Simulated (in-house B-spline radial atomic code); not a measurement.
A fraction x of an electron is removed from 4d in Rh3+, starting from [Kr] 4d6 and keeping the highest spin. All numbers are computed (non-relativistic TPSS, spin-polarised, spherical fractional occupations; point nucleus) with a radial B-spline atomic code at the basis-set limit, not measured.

```csv
x,E(x) - E(0) (eV),4d down level (eV)
0,0.0000,-37.849
0.05,1.9097,-38.542
0.19,7.4422,-40.498
0.36,14.5307,-42.901
0.47,19.3362,-44.473
0.5,20.6768,-44.904
0.52,21.5778,-45.192
0.74,31.8702,-48.384
0.83,36.2840,-49.703
0.92,40.8169,-51.029
1,44.9465,-
```

The exact functional would give a straight line between the two integer points. Deviations E(x) - E(0) - x[E(1) - E(0)], in eV: -0.338 at x = 0.05, -1.098 at x = 0.19, -1.65 at x = 0.36, -1.789 at x = 0.47, -1.796 at x = 0.5, -1.794 at x = 0.52, -1.39 at x = 0.74, -1.022 at x = 0.83, -0.534 at x = 0.92.

The curve lies below the straight line by up to 1.796 eV (at x = 0.5): convex, the delocalisation error that favours fractional charges.

**Question.** How well does Slater's transition state (minus the level at half occupation) give the ionisation energy?

**Answer.** It gives 44.904 eV against 44.947 eV from the two total energies; NIST lists 42.00 eV, ground level to ground level.
